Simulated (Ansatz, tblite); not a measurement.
Forces on BeSi4⁻ at its PBE-D4/def2-SVPD geometry. The state is a doublet with charge -1.

The xTB rows come from tblite. Another isomer (doublet) lies 0.25 eV lower at PBE0-D4/def2-TZVPD; other spin states weren't run for this one.

GFN1-xTB (tblite), largest force 1.28 eV/Å:

```xyz
5
positions Å, forces eV/Å
Be   -1.045    0.025   -1.336   -0.053   -0.003   -0.072
Si    0.030    1.291    1.213    0.034   -0.961   -0.831
Si   -1.100   -0.722    0.696    0.633    0.146    0.369
Si    1.157   -1.311    0.312   -0.812    0.975   -0.168
Si    0.957    0.717   -0.886    0.198   -0.157    0.703
```

PBE-D4/def2-TZVPD (Ansatz), largest force 0.24 eV/Å:

```
Be 0.120 -0.007 0.150
Si 0.003 -0.180 -0.160
Si 0.178 0.114 -0.099
Si -0.157 0.182 -0.038
Si -0.144 -0.110 0.148
```
